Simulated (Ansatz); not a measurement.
Geometry optimisation, Ansatz, RKS B3LYP-D4/def2-SVP.

Input:

```yaml
crystal:
  periodic: [false, false, false]
  atoms:
    - { symbol: Ge, position_ang: [0.31014, -0.034247, -0.075146] }
    - { symbol: Cl, position_ang: [0.177662, -0.252546, 2.118225] }
    - { symbol: H, position_ang: [1.811358, 0.089257, -0.381207] }
    - { symbol: F, position_ang: [-0.368727, 1.518088, -0.457083] }
    - { symbol: H, position_ang: [-0.431527, -1.161654, -0.78846] }
    - { symbol: O, position_ang: [-2.568169, -0.108791, 0.656124] }
    - { symbol: H, position_ang: [-2.674729, -0.980597, 1.066397] }
    - { symbol: H, position_ang: [-2.197007, 0.42509, 1.39665] }
basis:
  gaussian: { orbitals: def2-SVP }
hamiltonian:
  xc: b3lyp
  dispersion: d4
relax:
  f_tol: 0.03
  max_steps: 50
```

Run as:

```bash
$ ansatz run input.yaml --threads 2 --pin off --max-ram 3072MiB --backend cpu --events-out ev --progress --plain --runs-dir out
```

Task: Where does it end, and by what steps?

Result: The run converged. After 16 steps the energy has fallen by 0.142 eV; H8 moved furthest, 0.92 Å.

| step | energy less start (eV) | largest force component (eV/Å) | accepted |
| --- | --- | --- | --- |
| 0 | 0.0000 | 0.614 | yes |
| 1 | -0.0111 | 0.847 | yes |
| 2 | 0.0116 | 1.741 | no |
| 3 | -0.0308 | 0.377 | yes |
| 4 | -0.0448 | 0.232 | yes |
| 5 | -0.0677 | 0.299 | yes |
| 6 | -0.0571 | 1.451 | no |
| 7 | -0.0852 | 0.197 | yes |
| 8 | -0.0998 | 0.426 | yes |
| 9 | -0.1152 | 0.693 | yes |
| 10 | -0.1234 | 0.276 | yes |
| 11 | -0.1303 | 0.223 | yes |
| 12 | -0.0997 | 1.681 | no |
| 13 | -0.1377 | 0.305 | yes |
| 14 | -0.1421 | 0.052 | yes |
| 15 | -0.1419 | 0.059 | no |
| 16 | -0.1424 | 0.027 | yes |

```xyz
8
Properties=species:S:1:pos:R:3
Ge 0.303 -0.111 -0.011
Cl 0.377 -0.749 2.063
H 1.737 0.287 -0.396
F -0.588 1.400 -0.048
H -0.382 -1.146 -0.896
O -2.595 -0.339 0.682
H -2.353 -0.453 1.612
H -2.440 0.606 0.531
```

Whether the end is a true minimum wasn't checked by a vibrational analysis.

The run took 25 s on 2 threads of Intel(R) Xeon(R) 6975P-C (Granite Rapids), on a shared host, peak memory 0.24 GiB.
